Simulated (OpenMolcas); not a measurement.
Multiconfigurational calculation on W IV

Input:

```
&GATEWAY
Coord
1

W 0.0 0.0 0.0
Basis=ANO-RCC-VTZP
Group=XYZ
NoMove
AngMom=0.0 0.0 0.0
AMFI
&SEWARD
* reference wave functions (RASSCF and RASSI steps not shown): 3 electrons in 5 orbitals (5d)
>>> COPY JOB001 $Project.JobIph
&CASPT2
Multistate=10 1 2 3 4 5 6 7 8 9 10
Frozen=14 16
IPEA=0.0
Imaginary=0.1
MaxIter=60
WThr=0.0 0.3 0.05
PrWF=0.5
NoMix
>>> COPY JOB002 $Project.JobIph
&CASPT2
Multistate=40 1 2 3 4 5 6 7 8 9 10 11 12 13 14 15 16 17 18 19 20 21 22
23 24 25 26 27 28 29 30 31 32 33 34 35 36 37 38 39 40
Frozen=14 16
IPEA=0.0
Imaginary=0.1
MaxIter=60
WThr=0.0 0.3 0.05
PrWF=0.5
NoMix
```

Launched by
```bash
OMP_NUM_THREADS=1 MOLCAS_MEM=1689 MOLCAS_PROJECT=a pymolcas a.inp > a.log  # once for each step of the input, in one work folder
```

Output, cut to the results:

```
--- CASPT2 ---
Orbital specifications:
      -----------------------

      Symmetry species                           1   2
                                                ag  au
      Frozen orbitals                           14  16
      Inactive orbitals                          1   3
      Active orbitals                            5   0
      Secondary orbitals                        31  34
      Deleted orbitals                           0   0
      Number of basis functions                 51  53
Type of calculation                        MS-CASPT2
      Fock operator                              state-specific
      IPEA shift                                 0.00
      Real shift                                 0.00
      Imaginary shift                            0.10
      The input orbitals will be transformed to quasi-canonical
Reference energy:      -16125.6804127381
      E2 (Non-variational):      -0.2484883226
      Shift correction:          -0.0001115893
      E2 (Variational):          -0.2485999119
      Total energy:          -16125.9290126501
      Residual norm:              0.0000001644
      Reference weight:           0.95634
      Contributions to the CASPT2 correlation energy
      Active & Virtual Only:         -0.0149764953
      One Inactive Excited:          -0.1075732398
      Two Inactive Excited:          -0.1259385875
Reference energy:      -16125.6804127381
      E2 (Non-variational):      -0.2485626180
      Shift correction:          -0.0001118212
      E2 (Variational):          -0.2486744391
      Total energy:          -16125.9290871772
      Residual norm:              0.0000001681
      Reference weight:           0.95630
      Contributions to the CASPT2 correlation energy
      Active & Virtual Only:         -0.0149919594
      One Inactive Excited:          -0.1076118452
      Two Inactive Excited:          -0.1259588133
::    CASPT2 Root  1     Total energy: -16125.92901265
::    CASPT2 Root  2     Total energy: -16125.92908718
::    CASPT2 Root  3     Total energy: -16125.92700381
::    CASPT2 Root  4     Total energy: -16125.92626112
::    CASPT2 Root  5     Total energy: -16125.92817589
::    CASPT2 Root  6     Total energy: -16125.92826879
::    CASPT2 Root  7     Total energy: -16125.92786740
::    CASPT2 Root  8     Total energy: -16125.88346716
::    CASPT2 Root  9     Total energy: -16125.88346715
::    CASPT2 Root 10     Total energy: -16125.88346715
::    MS-CASPT2 Root  1     Total energy: -16125.92916203
::    MS-CASPT2 Root  2     Total energy: -16125.92912271
::    MS-CASPT2 Root  3     Total energy: -16125.92830863
::    MS-CASPT2 Root  4     Total energy: -16125.92825506
::    MS-CASPT2 Root  5     Total energy: -16125.92780665
::    MS-CASPT2 Root  6     Total energy: -16125.92686083
::    MS-CASPT2 Root  7     Total energy: -16125.92617307
::    MS-CASPT2 Root  8     Total energy: -16125.88346408
::    MS-CASPT2 Root  9     Total energy: -16125.88346361
::    MS-CASPT2 Root 10     Total energy: -16125.88346162
--- CASPT2 ---
Orbital specifications:
      -----------------------

      Symmetry species                           1   2
                                                ag  au
      Frozen orbitals                           14  16
      Inactive orbitals                          1   3
      Active orbitals                            5   0
      Secondary orbitals                        31  34
      Deleted orbitals                           0   0
      Number of basis functions                 51  53
Type of calculation                        MS-CASPT2
      Fock operator                              state-specific
      IPEA shift                                 0.00
      Real shift                                 0.00
      Imaginary shift                            0.10
      The input orbitals will be transformed to quasi-canonical
Reference energy:      -16125.6234087164
      E2 (Non-variational):      -0.2594987775
      Shift correction:          -0.0008113828
      E2 (Variational):          -0.2603101603
      Total energy:          -16125.8837188768
      Residual norm:              0.0000006946
      Reference weight:           0.94348
      Contributions to the CASPT2 correlation energy
      Active & Virtual Only:         -0.0244978966
      One Inactive Excited:          -0.1079483708
      Two Inactive Excited:          -0.1270525101
Reference energy:      -16125.6234087164
      E2 (Non-variational):      -0.2594950724
      Shift correction:          -0.0008136433
      E2 (Variational):          -0.2603087157
      Total energy:          -16125.8837174322
      Residual norm:              0.0000006928
      Reference weight:           0.94351
      Contributions to the CASPT2 correlation energy
      Active & Virtual Only:         -0.0244925560
      One Inactive Excited:          -0.1079492656
      Two Inactive Excited:          -0.1270532509
::    CASPT2 Root  1     Total energy: -16125.88371888
::    CASPT2 Root  2     Total energy: -16125.88371743
::    CASPT2 Root  3     Total energy: -16125.88375835
::    CASPT2 Root  4     Total energy: -16125.88347929
::    CASPT2 Root  5     Total energy: -16125.88351443
::    CASPT2 Root  6     Total energy: -16125.88343522
::    CASPT2 Root  7     Total energy: -16125.88348356
::    CASPT2 Root  8     Total energy: -16125.88386331
::    CASPT2 Root  9     Total energy: -16125.88379728
::    CASPT2 Root 10     Total energy: -16125.86271835
::    CASPT2 Root 11     Total energy: -16125.86293764
::    CASPT2 Root 12     Total energy: -16125.86598334
::    CASPT2 Root 13     Total energy: -16125.86344643
::    CASPT2 Root 14     Total energy: -16125.86339581
::    CASPT2 Root 15     Total energy: -16125.88007192
::    CASPT2 Root 16     Total energy: -16125.86765471
::    CASPT2 Root 17     Total energy: -16125.86539599
::    CASPT2 Root 18     Total energy: -16125.88117191
::    CASPT2 Root 19     Total energy: -16125.88523270
...
```

Levels above the lowest, from the spin-orbit matrix with the single-state CASPT2 energies, averaged by term, on its diagonal:

```csv
Configuration,Term,J,E (cm-1),Measured (cm-1),Term weight %,Second
5d3,4F,3/2,0.0,0.0,87,11 2D(1)
5d3,4F,5/2,3680,3537,96,4 2D(1)
5d3,4F,7/2,6970,6745,91,8 2G
5d3,4F,9/2,9520,9256,72,24 2G
5d3,4P,3/2,10670,,42,40 2P
5d3,4P,1/2,12400,11773,60,40 2P
5d3,2G,7/2,15730,15261,89,9 4F
5d3,2H,9/2,16830,,53,25 2G
5d3,4P,5/2,17920,17190,90,8 2D(1)
5d3,4P,3/2,19420,,46,43 2D(1)
5d3,2P,1/2,19570,18365,60,40 4P
5d3,2H,11/2,23060,22223,100,
5d3,2D(1),5/2,23780,22766,87,8 4P
5d3,2G,9/2,24930,,51,43 2H
5d3,2P,3/2,26620,,53,32 2D(1)
5d3,2F,5/2,30220,27938,91,8 2D(2)
5d3,2F,7/2,30220,28412,97,3 2G
5d3,2D(2),5/2,46510,43287,89,8 2F
5d3,2D(2),3/2,46610,,98,
```

Against the 12 measured excited levels shown (the list in J. Phys. B 45, 035001 (2012)) the mean absolute deviation is 1100 cm-1; the largest miss in energy is 5d3 2D 5/2(2): computed 46510, measured 43287 cm-1 (+7.4 %).

CASPT2 does not keep the components of a term degenerate, so their means are used; among the terms shown or strongly mixed into the levels shown the widest spread is 2600 cm-1 (5d3 2H). Over all roots computed the reference weight is 0.90 to 0.96; the roots of lowest weight are the least certain, and an intruder state may touch them. The CASPT2 spread within a term exceeds the gap to the next term for 5d3 4P and 5d3 2P, 5d3 2D(1) and 5d3 2H, so the order of their levels is uncertain, and so are names and mixing where such terms share a J. Measured partners are found by configuration, term and J. A level has none where our copy of the source lacks it or the pairing is in doubt (some pairs that miss far off the trend of their configuration count as doubtful), and it then counts in no deviation. Levels of configurations outside the active space are missing.

The CASPT2 steps took 22 s on 1 thread of Arm Neoverse V1 (shared host); the integral step is not counted.

The term weight is that of the spin-free term in the level, not the purity of its configuration. A number in round brackets counts repeated terms of one configuration in the order of the reference energies.
